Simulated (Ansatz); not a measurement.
AlF3 (SMILES [F][Al]([F])[F]), singlet, at a GFN2-xTB geometry (such geometries of metal compounds can be far from the true shape); SVWN5/6-31G* in Ansatz (a first-principles code).

The Ansatz input:
Ansatz 0.2 input:
```yaml
crystal:
  periodic: [false, false, false]
  atoms:
    - {symbol: Al, position_ang: [0.00000000, -0.00000000, -0.00000000]}
    - {symbol: F, position_ang: [-0.02093275, 1.63085400, 0.03791596]}
    - {symbol: F, position_ang: [1.42318261, -0.79710311, -0.02717492]}
    - {symbol: F, position_ang: [-1.40224986, -0.83375089, -0.01074104]}
basis:
  gaussian:
    orbitals: 6-31G*
    fitting: {mean_field: def2-universal-JKFIT}
hamiltonian:
  xc: {name: SVWN5}
```

It wrote (shortened):

```
Functional definition: SVWN5
359 factors; integrals over basis functions are off by at most 3.9e-2 eV
mean field evaluation 1: about -14667.5681 eV, gradient 5.7e1 eV
mean field evaluation 2: about -14649.5537 eV, gradient 1.2e2 eV
mean field evaluation 4: about -14672.4335 eV, gradient 1.1e0 eV
mean field evaluation 8: about -14672.4375 eV, gradient 1.6e-2 eV
mean field -14672.43754412 eV, -539.2021344111 hartree, gradient 1.7e-5 eV, S^2 0.000000; 0 other end points of the search recorded, 0 dependent functions left out
reference -14672.43758781 eV, -539.2021360166 hartree; 20, 20 occupied and 44, 44 virtual orbitals, 359 factors
Total energy: -14672.43758781 eV, -539.2021360166 hartree
```
